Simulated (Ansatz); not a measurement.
Gas-phase electronic energies from Ansatz, PBE0-D4/def2-TZVP geometries. CCSD(T)/CBS is the MP2 limit (def2-TZVPP, def2-QZVPP) plus CCSD(T) − MP2 in def2-TZVPP, frozen cores. This one scheme is used for every species. Functionals use def2-TZVPP. Each species was taken in one conformer, which may not be the lowest.

Consider the ligand exchange at the Al–C bond: `O/C(S)=[CH]/[AlH2]` + `[OH][AlH2]` → `[AlH2][O][AlH2]` + `C=C(O)S`.

Q: Is it downhill or uphill in electronic energy at CCSD(T)/CBS, and by how much? (An estimate is asked.)

A: The calculation gave: Downhill: ΔE = -1.41 eV.

Q: What do these levels give: r2SCAN-D4, PBE, PBE0, CCSD/def2-TZVPP, SCS-MP2/def2-QZVPP, MP2/CBS(def2)? (Estimate.)

A: Computed: r2SCAN-D4 -1.35, PBE -1.28, PBE0 -1.32, CCSD/def2-TZVPP -1.46, SCS-MP2/def2-QZVPP -1.46, MP2/CBS(def2) -1.39 eV.

Largest T1 diagnostic among the species: 0.013.

From PBE to PBE0 (25 % exact exchange), in def2-TZVPP and without D4, ΔE moves by −0.05 eV. In def2-TZVPP, CCSD(T) changes the Hartree–Fock value by +0.16 eV (the triples alone add +0.04 eV) and MP2 by +0.18 eV.
